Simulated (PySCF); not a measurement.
Predicted microwave data (PBE0-D3(BJ)/def2-SVP geometry optimisation, gas phase (PySCF 2.14.0)) for one isomer of C3H4F2O2:

| Item | Value |
| --- | --- |
| Rotational constants | A = 4514, B = 1825, C = 1712 MHz |
| Dipole components | \|μa\| = 1.42 D, \|μb\| = 0.44 D, \|μc\| = 0.00 D |
| Inertial defect | -93.72 u·Å² |
| κ | -0.92 |

**Question.** Which structure is it? (One computed conformer of each.)
A. `[CH3:1][O:2][C:3](=[O:4])[CH:5]([F:6])[F:7]` with C1–O2–C3–O4 0°, O2–C3–C5–F6 59° (methyl difluoroacetate)
B. `[O:1]=[CH:2][O:3][CH2:4][CH:5]([F:6])[F:7]` with O1–C2–O3–C4 -2°, C2–O3–C4–C5 84°, O3–C4–C5–F6 178°

**Answer.** A. It is COC(=O)C(F)F, a near-prolate asymmetric top, point group Cs. The candidates at the same level (rigid rotor, commonest isotopes):

| SMILES | A (MHz) | B (MHz) | C (MHz) | μa (D) | μb (D) | μc (D) | Δ (u·Å²) | point group | rotor |
| --- | --- | --- | --- | --- | --- | --- | --- | --- | --- |
| COC(=O)C(F)F | 4514 | 1825 | 1712 | 1.42 | 0.44 | 0.00 | -93.72 | Cs | near-prolate asymmetric top |
| O=COCC(F)F | 5244 | 1607 | 1451 | 0.96 | 0.64 | 0.85 | -62.63 | C1 | near-prolate asymmetric top |

`O=COCC(F)F` has A 16 % too high. In the right answer the mirror of this Cs structure is the ab plane, so μc vanishes by symmetry. No structure here is proved a minimum.
